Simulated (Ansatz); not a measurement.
CH6N2Si2, SMILES N[Si@H]1C=N[SiH2]1.

The structure is a stationary point at B3LYP-D3(BJ)/def2-SVP. The structure was generated by enumeration; whether it is a known compound was not checked. Other conformers were not sampled.

Two levels are set side by side: PBE/def2-SVPD (Ansatz, an electronic-structure program) and CAM-B3LYP/def2-SVPD (Ansatz). Energy differences of separate SCF runs at the same geometry; the states with an electron removed or added have multiplicity 2 and 2. Differences are taken from unrounded values.

| quantity | PBE |
|---|---|
| vertical ionisation energy (eV) | 8.22 |
| vertical singlet–triplet gap (eV) | 2.75 |

Problem. These are the PBE values. What does CAM-B3LYP give? (The exact figures need the calculation; the answer reports its results.)

Solution. 
```json
[
 {"quantity": "vertical ionisation energy (eV)", "CAM-B3LYP": "8.62", "PBE minus CAM-B3LYP": "-0.40"},
 {"quantity": "vertical singlet–triplet gap (eV)", "CAM-B3LYP": "2.91", "PBE minus CAM-B3LYP": "-0.16"}
]
```
